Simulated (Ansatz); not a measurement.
Two isomers of CH6OSSi: A = `C[SiH](O)S`, B = `CS[SiH2]O`.

Computed with Ansatz on PBE0-D4/def2-TZVP structures; ΔE is electronic, products minus reactants. CCSD(T)/CBS is the MP2 limit (def2-TZVPP, def2-QZVPP) plus CCSD(T) − MP2 in def2-TZVPP, frozen cores. DFT in def2-TZVPP. B3LYP here is the variant with VWN-RPA as its local correlation; programs differ in this. One conformer a species, not always the lowest.

(1) Which is lower in electronic energy at CCSD(T)/CBS, and by how much? (Best estimate.)

(2) Give E(B) − E(A) in kcal/mol with ωB97M-V, BLYP-D4, B3LYP-D4, B3LYP, CCSD(T)/def2-SVP, PBE-D4, r2SCAN-D4. (An estimate is asked.)

(3) Does the order hold for the free energy at 298.15 K (harmonic terms from PBE0-D4)? (Estimate.)

Largest T1 diagnostic: 0.011.

## Answers

(1) The calculation gave: A, by 15.6 kcal/mol.

(2) Ansatz gave: ωB97M-V 16.1, BLYP-D4 14.5, B3LYP-D4 15.1, B3LYP 15.1, CCSD(T)/def2-SVP 15.1, PBE-D4 15.0, r2SCAN-D4 16.1. None reverses the order clearly.

(3) The calculation gave: Yes: G(B) − G(A) = +15.9 kcal/mol, for one conformer each.

Leaving LDA and LC-ωPBE aside and taking each functional with its dispersion term where it has one, the values, not all of them listed here, spread over 2.3 kcal/mol, from revPBE-D4 to B97M-V. LDA lies +1.2 kcal/mol from PBE without D4. From BLYP to BHLYP (50 % exact exchange), in def2-TZVPP and without D4, E(B) − E(A) moves by +1.0 kcal/mol.
